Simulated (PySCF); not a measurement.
Computed shifts of a molecule C3H8ClFSi, PBE/pcSseg-1 (PySCF), GIAO, gas phase, atoms alike by connectivity averaged where their shifts nearly agree, in ppm (number of nuclei): ¹³C: 28.6 (1), 22.1 (1), 21.5 (1). ²⁹Si: 23.1 (1). ¹⁹F: -185.8 (1). ¹H: 5.95 (1), 1.74 (1), 1.59 (1), 1.37 (3), 1.31 (1), 0.89 (1). References: ¹³C against TMS (σ = 182.0 ppm); ²⁹Si against TMS (σ = 335.4 ppm); ¹⁹F against CFCl3 (σ = 133.6 ppm); ³⁵Cl against HCl (σ = 936.5 ppm); ¹H against TMS (σ = 31.49 ppm), references at their B3LYP-D3(BJ)/def2-TZVP geometries, non-relativistic (without spin–orbit terms, shifts of atoms bonded to Cl or Br come out too high). The structure is a stationary point at PBE0-D3(BJ)/def2-SVP. One conformer was computed; it need not be the lowest.

Question: Pick the molecule that these values belong to.
A) C[SiH2]C[C@H](F)Cl
B) FC[SiH2]CCCl
C) F[C@@H](Cl)CC[SiH3]
D) CCC[Si@H](F)Cl

Answer: D, CCC[Si@H](F)Cl
